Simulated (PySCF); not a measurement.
# LuF3(NH3) at several levels of theory

Computed with PySCF 2.14.0 (density fitting, no spin-orbit coupling) at the geometry relaxed with PBE0:

```xyz
8
LuF3(NH3) (singlet in the valence; each metal's 4f electrons, 14 of them, lie in its core potential, out of spins and levels)
Lu    0.0902   -0.0902    0.0902
F     1.0443    1.3672    1.0443
F    -1.3672   -1.0443    1.0443
F     1.0443   -1.0443   -1.3672
N    -1.3065    1.3065   -1.3065
H    -1.9159    1.9159   -0.7569
H    -0.7569    1.9159   -1.9159
H    -1.9159    0.7569   -1.9159
```

```
level                                                              basis    state  HOMO (eV)  gap (eV)  charge on Lu1 (e)  population of f-type functions on Lu1 (polarisation alone where 4f lies in the core)  dipole about the centre of mass (D)  largest force component (eV/Å)
 PBE0      Lu lcecp-1-SVP with ECP60, F def2-SVP, N def2-SVP, H def2-SVP  singlet      -9.66      8.88               1.10                                                                                  0.09                                 5.93                            0.00
 PBE0  Lu lcecp-1-TZVP with ECP60, F def2-TZVP, N def2-TZVP, H def2-TZVP  singlet      -9.82      8.83               1.57                                                                                  0.10                                 5.92                            0.22
```

In the lcecp rows the 4f levels are missing from HOMO and gap, and the state counts the valence alone.

Charges are Mulliken's, which hang on the basis. The relaxation used the grid (50, 194), these runs (75, 302) or, all-electron (x2c bases, spin-free X2C Hamiltonian), (99, 590).

A further run in the first row's basis gives HOMO (eV) -7.66, gap (eV) 6.14, charge on Lu1 (e) 0.86, population of f-type functions on Lu1 (polarisation alone where 4f lies in the core) 0.08, dipole about the centre of mass (D) 5.84, largest force component (eV/Å) 0.22. Which level was it?
A. M06-L
B. PBE

B. The others give HOMO -7.96 eV (M06-L).

In the first row's basis the gap widens with exact exchange: 6.1 to 7.4 eV for PBE, M06-L (none); 8.9 eV for PBE0 (a fixed share).

An lcecp potential fixes the number of 4f electrons, so in runs with it no electron can move into or out of that shell.
